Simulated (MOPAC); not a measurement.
Input file for MOPAC: PM6 on GeCl+, 2S+1 = 1, a point of a bond scan (R = 1.968 Å). Charge +1.

```
PM6 1SCF PRECISE CHARGE=1 THREADS=1
ClGe

Cl     0.00000000 1     0.00000000 1     0.00000000 1
Ge     0.00000000 1     0.00000000 1     1.96752200 1
```

Program output:

```
*******************************************************************************
 **                                                                           **
 **                              MOPAC v23.2.5                                **
 **                                                                           **
 *******************************************************************************
 ** MOPAC's Digital Object Identifier: https://doi.org/10.5281/zenodo.6511958 **
 **                                                                           **
 ** Please cite the open-source release paper for use of this MOPAC version:  **
 ** J. E. Moussa and J. J. P. Stewart (2026)                                  **
 ** MOPAC: An open-source semiempirical molecular orbital program             **
 ** J. Open Source Softw., 11(119), 8025, https://doi.org/10.21105/joss.08025 **
 *******************************************************************************

                              PM6 CALCULATION RESULTS

 *******************************************************************************
 *  PM6        - The PM6 Hamiltonian to be used
 *
 *
 *
 *                 CHARGE ON SYSTEM = +1
 *
 *
 *
 *  PRECISE    - TIGHTER CRITERIA TO BE USED
 *  1SCF       - DO 1 SCF AND THEN STOP
 *  THREADS=1  - MULTI-THREADING NOT USED
 *  T=         - A TIME OF 172800.0 SECONDS REQUESTED
 *  DUMP=N     - RESTART FILE WRITTEN EVERY 7200.0 SECONDS REQUESTED
 *******************************************************************************
PM6 1SCF PRECISE CHARGE=1 THREADS=1
 ClGe

   ATOM   CHEMICAL          X               Y               Z
  NUMBER   SYMBOL      (ANGSTROMS)     (ANGSTROMS)     (ANGSTROMS)

     1      Cl          0.00000000  *   0.00000000  *   0.00000000  *
     2      Ge          0.00000000  *   0.00000000  *   1.96752200  *



          CARTESIAN COORDINATES

    NO.       ATOM           X           Y           Z

     1        Cl          0.0000      0.0000      0.0000
     2        Ge          0.0000      0.0000      1.9675

 General Reference for PM6:
 "Optimization of Parameters for Semiempirical Methods V: Modification of NDDO Approximations
 and Application to 70 Elements", J. J. P. Stewart, J. Mol. Mod., 13, 1173-1213 (2007)
 URL: https://link.springer.com/article/10.1007/s00894-007-0233-4

           Empirical Formula: Cl Ge  =     2 atoms



      MOLECULAR POINT GROUP   :   C*v


      RHF CALCULATION, NO. OF DOUBLY OCCUPIED LEVELS = 5


 -------------------------------------------------------------------------------
 PM6 1SCF PRECISE CHARGE=1 THREADS=1
 ClGe



     1SCF WAS SPECIFIED, SO BFGS WAS NOT USED
     SCF FIELD WAS ACHIEVED


                              PM6 CALCULATION
                                                       MOPAC v23.2.5 Linux




          FINAL HEAT OF FORMATION =        178.18289 KCAL/MOL =     745.51723 KJ/MOL


          COSMO AREA              =         92.64 SQUARE ANGSTROMS
          COSMO VOLUME            =         80.41 CUBIC ANGSTROMS

          IONIZATION POTENTIAL    =         15.883381 EV
          HOMO LUMO ENERGIES (EV) =        -15.883 -6.558
          NO. OF FILLED LEVELS    =          5
          MOLECULAR WEIGHT        =        108.0430         POINT GROUP:  C*v

          MOLECULAR DIMENSIONS (Angstroms)

            Atom       Atom       Distance
           Ge     2   Cl     1     1.96752
           Ge     2   Cl     1     0.00000
           Cl     1   Ge     2     0.00000


          SCF CALCULATIONS        =          1





   ATOM   CHEMICAL          X               Y               Z
  NUMBER   SYMBOL      (ANGSTROMS)     (ANGSTROMS)     (ANGSTROMS)

     1      Cl          0.00000000  *   0.00000000  *   0.00000000  *
     2      Ge          0.00000000  *   0.00000000  *   1.96752200  *

                             CARTESIAN COORDINATES

   1   Cl        0.000000000     0.000000000     0.000000000
   2   Ge        0.000000000     0.000000000     1.967522000


           Empirical Formula: Cl Ge  =     2 atoms



      MOLECULAR POINT GROUP   :   C*v


                  EIGENVALUES
 -32.25478 -22.48185 -17.60538 -17.60538 -15.88338  -6.55839  -6.55839  -5.33427
  81.80293  82.02148  82.02148  82.89955  82.89955


              NET ATOMIC CHARGES AND DIPOLE CONTRIBUTIONS

  ATOM NO.   TYPE          CHARGE      No. of ELECS.   s-Pop       p-Pop       d-Pop
    1         Cl          -0.157561        7.1576     1.99652     5.15668     0.00436
    2         Ge           1.157561        2.8424     1.88446     0.95797
 DIPOLE           X         Y         Z       TOTAL
 POINT-CHG.     0.000     0.000     4.590     4.590
 HYBRID         0.000     0.000    -2.199     2.199
 SUM            0.000     0.000     2.391     2.391


          ATOMIC ORBITAL ELECTRON POPULATIONS

     Atom    s        px        py        pz      x^2-y^2     xz        z^2       yz        xy
    1 Cl   1.99652   1.84766   1.84766   1.46136   0.00000   0.00044   0.00347   0.00044   0.00000
    2 Ge   1.88446   0.15190   0.15190   0.65418

 **********************
 *                    *
 * JOB ENDED NORMALLY *
 *                    *
 **********************




 == MOPAC DONE ==
```

The run finished.

Cost: roughly 0.03 core-seconds.
